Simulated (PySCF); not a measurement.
# Shapes and spin states of RhH5

These are results of PySCF, PBE0, basis Rh def2-TZVP with ECP28, H def2-TZVP (scalar-relativistic core potentials, no spin–orbit coupling, density fitting), not measurements.

Relaxations began from a few typed shapes and spin states; open shells are unrestricted. The search is not exhaustive: other isomers or separated fragments can lie lower, and high-lying points may rest on an excited occupation.

Q: Which is the lowest minimum found?
A. quintet C2v: Rh–H 1.629 Å (×2), Rh–H 1.673 Å (×2), Rh–H 1.699 Å; H–Rh–H 89.5° (×4), H–Rh–H 91.1° (×2), H–Rh–H 116.0° (×2), H–Rh–H 127.9°, H–Rh–H 177.7°
B. triplet Cs: H–H 0.806 Å, Rh–H 1.532 Å, Rh–H 1.608 Å (×2), Rh–H 1.801 Å, Rh–H 1.878 Å; H–H–Rh 72.1°, H–H–Rh 82.7°, H–Rh–H 25.2°, H–Rh–H 63.1° (×2), H–Rh–H 86.8°
C. singlet C1: H–H 0.813 Å, Rh–H 1.504 Å (×2), Rh–H 1.550 Å, Rh–H 1.785 Å, Rh–H 1.851 Å; H–H–Rh 72.5°, H–H–Rh 81.7°, H–Rh–H 25.8°, H–Rh–H 79.5°, H–Rh–H 79.7°
D. triplet C4v: Rh–H 1.509 Å, Rh–H 1.605 Å (×4); H–Rh–H 85.3° (×4), H–Rh–H 106.5° (×4), H–Rh–H 146.9° (×2)
E. triplet C2v: Rh–H 1.504 Å, Rh–H 1.595 Å (×2), Rh–H 1.608 Å (×2); H–Rh–H 67.9° (×2), H–Rh–H 95.5° (×4), H–Rh–H 104.8° (×2), H–Rh–H 135.9°, H–Rh–H 150.5°
F. singlet D3h: Rh–H 1.509 Å (×3), Rh–H 1.653 Å (×2); H–Rh–H 90.0° (×6), H–Rh–H 120.0° (×3), H–Rh–H 180.0°

A: C. The others lie at 155.4 (triplet Cs, a saddle point), 277.1 (triplet C2v, a saddle point), 299.4 (singlet D3h, a saddle point), 303.8 (triplet C4v, a saddle point), 562.6 (quintet C2v, a saddle point) kJ/mol above it.

For the lowest minimum: stability towards spin polarisation was not tested.
